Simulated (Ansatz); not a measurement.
Geometry optimisation, RKS PBE0-D4/def2-SVP (Ansatz 0.2.0).

Input:

```yaml
crystal:
  periodic: [false, false, false]
  atoms:
    - { symbol: Ge, position_ang: [-0.513516, -0.211568, -0.186481] }
    - { symbol: F, position_ang: [0.15295, 1.160359, 2.258295] }
    - { symbol: H, position_ang: [0.748965, -0.88883, 0.355481] }
    - { symbol: H, position_ang: [-0.341686, 1.261043, -0.574501] }
    - { symbol: F, position_ang: [-0.88103, -1.041251, -1.687171] }
    - { symbol: P, position_ang: [-2.291977, -0.495676, 1.218747] }
    - { symbol: H, position_ang: [-3.280837, -0.29877, 0.211919] }
    - { symbol: H, position_ang: [-2.298097, -1.917792, 1.130115] }
    - { symbol: H, position_ang: [-0.682972, 1.014285, 2.626297] }
basis:
  gaussian: { orbitals: def2-SVP }
hamiltonian:
  xc: pbe0
  dispersion: d4
relax:
  f_tol: 0.03
  max_steps: 50
```

Run as:

```bash
$ ansatz run input.yaml --threads 2 --pin off --max-ram 3072MiB --backend cpu --events-out ev --progress --plain --runs-dir out
```

Problem. Where does it end, and by what steps?

Solution. The forces met the threshold. After 6 steps the energy has fallen by 0.024 eV; H9 moved furthest, 0.19 Å.

```
step  energy less start (eV)  largest force component (eV/Å)  accepted
   0                  0.0000                           0.324       yes
   1                  0.0030                           1.356        no
   2                 -0.0167                           0.335       yes
   3                 -0.0217                           0.090       yes
   4                 -0.0076                           0.886        no
   5                 -0.0229                           0.078       yes
   6                 -0.0244                           0.006       yes
```

```xyz
9
Properties=species:S:1:pos:R:3
Ge -0.475 -0.217 -0.224
F 0.071 1.206 2.324
H 0.798 -0.874 0.319
H -0.325 1.253 -0.630
F -0.869 -1.080 -1.695
P -2.236 -0.483 1.262
H -3.265 -0.202 0.319
H -2.312 -1.900 1.142
H -0.776 0.879 2.536
```

Whether the end is a true minimum wasn't checked by a vibrational analysis.

Time of the run: 21 s on 2 threads of Arm Neoverse V2, on a shared host, peak memory 0.23 GiB.
